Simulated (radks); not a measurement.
Task: Coherent X-ray form factor from a spherical all-electron density. Calculated with a radial shooting solver on a logarithmic mesh with Libxc functionals: Dirac Kohn-Sham, LDA (Slater exchange, Perdew-Wang correlation), spin-unpolarised, spherical densities, finite nucleus; Fermi nuclear charge, rms radius of each element as measured or else 0.836 A^(1/3) + 0.57 fm.

sin(theta)/lambda (1/angstrom)  f0 (electrons)
0.05                                    31.572
0.1                                     30.400
0.15                                    28.754
0.2                                     26.920
0.25                                    25.099
0.3                                     23.386
0.4                                     20.323
0.5                                     17.624
0.6                                     15.216
0.8                                     11.365
1                                        8.838
1.25                                     7.054
1.5                                      6.069
2                                        4.770

The species is in the configuration that NIST lists as its ground one. Which atom or ion scatters so?

Result: The selenium ion Se2+, [Ar] 3d10 4s2 4p2. Extrapolating in s^2 from the first two rows gives f0(0) = 32.0, near the electron count 32; among species with that count, the fall with angle is slower the higher Z, and the table is that of Z = 34; from so few rows the species is fixed only to a neighbour or two.
